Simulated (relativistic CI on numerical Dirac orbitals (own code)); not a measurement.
# Level scheme of Ni6+

These numbers are calculated, not measured: Dirac-Coulomb-Breit CI, orbitals from a KLI potential per configuration, model QED (radiative potential, 1s self-energy scaled to tabulated hydrogen-like ionisation energies), valence Slater integrals scaled by 0.9, configuration energies shifted to the measured levels that pair with them (semi-empirical) (own radial code, finite nucleus).

Configurations in the expansion (outside the closed core [Ne]): 3s2 3p6 3d4, 3s2 3p6 3d3 4p, 3s2 3p5 3d5, 3s2 3p6 3d3 4s, 3s2 3p4 3d6, 3s 3p6 3d5, 3s2 3p6 3d3 4d, 3s2 3p6 3d3 5s, 3s2 3p6 3d3 4f, 3s2 3p6 3d3 5p, 3s2 3p6 3d3 5d, 3s2 3p6 3d2 4s2, 3s2 3p6 3d3 5f, 3s2 3p6 3d3 5g, 3p6 3d6, 3s2 3p6 3d2 4s 4p, 3s2 3p5 3d4 4s, 3s2 3p6 3d2 4p2, 3s2 3p5 3d4 4p, 3s2 3p6 3d2 4s 4d, 3s 3p5 3d6, 3s2 3p6 3d2 4p 4d, 3s2 3p5 3d4 4d, 3s2 3p5 3d4 5s. Levels of other configurations are missing.

The lowest level is 3s2 3p6 3d4 5D_0, with 98 % of that term; Hund's rules for 3s2 3p6 3d4 give 5D with J = 0, in agreement.

```csv
No.,Configuration,Term,J,E (cm⁻¹),%,jj configuration (%)
1,3s2 3p6 3d4,5D,0,0,98,3d3/2^2 3d5/2^2 (65)
2,3s2 3p6 3d4,5D,1,280,99,3d3/2^3 3d5/2 (54)
3,3s2 3p6 3d4,5D,2,799,99,3d3/2^2 3d5/2^2 (66)
4,3s2 3p6 3d4,5D,3,1507,99,3d3/2^2 3d5/2^2 (46)
5,3s2 3p6 3d4,5D,4,2357,99,3d3/2 3d5/2^3 (44)
6,3s2 3p6 3d4,3P,0,27521,96,3d3/2^4 (60)
7,3s2 3p6 3d4,3P,1,29278,98,3d3/2^3 3d5/2 (42)
8,3s2 3p6 3d4,3P,2,31954,98,3d3/2 3d5/2^3 (39)
9,3s2 3p6 3d4,3H,4,32347,79,3d3/2^3 3d5/2 (60)
10,3s2 3p6 3d4,3F,2,33016,98,3d3/2^2 3d5/2^2 (52)
11,3s2 3p6 3d4,3H,5,33092,96,3d3/2^2 3d5/2^2 (80)
12,3s2 3p6 3d4,3F,3,33196,93,3d3/2^2 3d5/2^2 (48)
13,3s2 3p6 3d4,3F,4,33596,79,3d3/2^2 3d5/2^2 (52)
14,3s2 3p6 3d4,3H,6,33694,99,3d3/2 3d5/2^3 (52)
15,3s2 3p6 3d4,3G,3,38132,93,3d3/2 3d5/2^3 (43)
16,3s2 3p6 3d4,3G,4,38719,91,3d3/2^2 3d5/2^2 (61)
17,3s2 3p6 3d4,3G,5,39299,95,3d3/2 3d5/2^3 (80)
18,3s2 3p6 3d4,3D,3,45679,98,3d3/2 3d5/2^3 (49)
19,3s2 3p6 3d4,3D,2,45878,97,3d3/2^2 3d5/2^2 (33)
20,3s2 3p6 3d4,1G,4,45924,94,3d5/2^4 (33)
21,3s2 3p6 3d4,3D,1,46241,98,3d3/2 3d5/2^3 (52)
22,3s2 3p6 3d4,1S,0,47738,96,3d3/2 3d5/2^3 (49)
23,3s2 3p6 3d4,1I,6,49254,99,3d3/2^2 3d5/2^2 (52)
24,3s2 3p6 3d4,1D,2,56612,96,3d3/2^2 3d5/2^2 (35)
25,3s2 3p6 3d4,1F,3,65770,97,3d3/2 3d5/2^3 (55)
26,3s2 3p6 3d4,3P,2,75429,98,3d3/2^2 3d5/2^2 (59)
27,3s2 3p6 3d4,3F,4,76579,98,3d3/2^2 3d5/2^2 (72)
28,3s2 3p6 3d4,3F,2,76845,98,3d3/2^2 3d5/2^2 (57)
29,3s2 3p6 3d4,3F,3,76938,97,3d3/2 3d5/2^3 (74)
30,3s2 3p6 3d4,3P,1,77353,99,3d3/2 3d5/2^3 (83)
31,3s2 3p6 3d4,3P,0,78276,98,3d5/2^4 (54)
32,3s2 3p6 3d4,1G,4,88334,98,3d3/2 3d5/2^3 (55)
33,3s2 3p6 3d4,1D,2,115333,98,3d3/2^2 3d5/2^2 (61)
34,3s2 3p6 3d4,1S,0,146212,98,3d3/2^2 3d5/2^2 (67)
35,3d3(4F) 4s‡,5F,1,371546,99,3d3/2^3 4s (38)
36,3d3(4F) 4s‡,5F,2,372069,99,3d3/2^2 3d5/2 4s (58)
37,3d3(4F) 4s‡,5F,3,372843,99,3d3/2^2 3d5/2 4s (60)
38,3d3(4F) 4s‡,5F,4,373845,99,3d3/2 3d5/2^2 4s (73)
39,3d3(4F) 4s‡,5F,5,375041,99,3d3/2 3d5/2^2 4s (47)
40,3d3(4F) 4s‡,3F,2,382199,99,3d3/2^2 3d5/2 4s (54)
41,3d3(4F) 4s‡,3F,3,383518,99,3d3/2 3d5/2^2 4s (57)
42,3d3(4F) 4s‡,3F,4,385104,98,3d3/2 3d5/2^2 4s (52)
43,3d3(4P) 4s‡,5P,1,396513,98,3d3/2^2 3d5/2 4s (61)
44,3d3(4P) 4s‡,5P,2,396884,96,3d3/2^2 3d5/2 4s (46)
45,3d3(4P) 4s‡,5P,3,397978,99,3d3/2 3d5/2^2 4s (62)
46,3d3(2G) 4s‡,3G,3,400132,99,3d3/2 3d5/2^2 4s (51)
47,3d3(2G) 4s‡,3G,4,400552,96,3d3/2^2 3d5/2 4s (52)
48,3d3(2G) 4s‡,3G,5,401241,95,3d3/2^2 3d5/2 4s (54)
49,3d3(2G) 4s‡,1G,4,405564,78,3d3/2^2 3d5/2 4s (71)
50,3d3(4P) 4s‡,3P,0,405743,99,3d3/2^2 3d5/2 4s (94)
51,3d3(4P) 4s‡,3P,1,406159,88,3d3/2^2 3d5/2 4s (51)
52,3d3(4P) 4s‡,3P,2,407662,96,3d3/2 3d5/2^2 4s (50)
53,3d3(2P) 4s‡,3P,1,408541,88,3d3/2 3d5/2^2 4s (55)
54,3d3(2P) 4s‡,3P,2,408562,73,3d3/2 3d5/2^2 4s (50)
55,3d3(2H) 4s‡,3H,5,408800,96,3d3/2 3d5/2^2 4s (67)
56,3d3(2H) 4s‡,3H,4,408985,77,3d3/2 3d5/2^2 4s (52)
57,3d3(2P) 4s‡,3P,0,408993,99,3d3/2 3d5/2^2 4s (95)
58,3d3(2H) 4s‡,3H,6,409174,99,3d3/2 3d5/2^2 4s (99)
59,3d3(2D) 4s‡,3D,1,410685,69,3d3/2 3d5/2^2 4s (59)
60,3d3(2D) 4s‡,3D,3,412465,99,3d3/2 3d5/2^2 4s (52)
61,3d3(2D) 4s‡,3D,2,412501,75,3d5/2^3 4s (60)
62,3d3(2H) 4s‡,1H,5,414069,98,3d3/2 3d5/2^2 4s (78)
63,3d3(2P) 4s‡,1P,1,415155,77,3d5/2^3 4s (70)
64,3d3(2D) 4s‡,1D,2,417306,96,3d3/2 3d5/2^2 4s (45)
65,3d3(2F) 4s‡,3F,4,432161,99,3d3/2 3d5/2^2 4s (73)
66,3d3(2F) 4s‡,3F,3,432513,99,3d3/2 3d5/2^2 4s (63)
67,3d3(2F) 4s‡,3F,2,432819,99,3d3/2 3d5/2^2 4s (53)
68,3d3(2F) 4s‡,1F,3,437299,98,3d3/2 3d5/2^2 4s (63)
69,3p5 3d5(6S)‡,7P°,4,456495,100,3p3/2^3 3d3/2^2 3d5/2^3 (43)
70,3p5 3d5(6S)‡,7P°,3,463560,97,3p3/2^3 3d3/2^2 3d5/2^3 (30)
```

Energies count from the lowest computed level; ° marks odd parity. Percentages are summed over parent terms; the parents shown are those of the largest component, closed shells are left out there. Filled j subshells are mostly left out of the jj labels. ‡ marks configurations that were not tied to measured data.

The mean weight of the leading LS term, summed over parents, in these 70 levels is 95 %, and that of the leading jj configuration (from the same eigenvectors) 57 %, so LS coupling describes them better.

Configurations whose levels could be paired with our table of measured levels were shifted onto them, all but the ground configuration, by the median error of their levels; single terms can still be off by 1,000 to 2,000 cm⁻¹ or more, and rates follow the energies as ν³ (E1, M1) or ν⁵ (E2). The others borrow a shift and can be off by several thousand cm⁻¹ or more. 39 of the 42 excited levels that our extract of the measured tables holds in this range could be paired (the sources list more); they are missed by 607 cm⁻¹ on average and 2601 at most, after the shifts were fitted to these levels, and levels without a partner can miss by more.

Landé's interval rule says that E(J) − E(J−1) = AJ with one A. For the ground term the intervals give A = 280.0, 259.6, 235.9, 212.6 cm⁻¹ for J = 1, 2, 3, 4; the multiplet is regular.
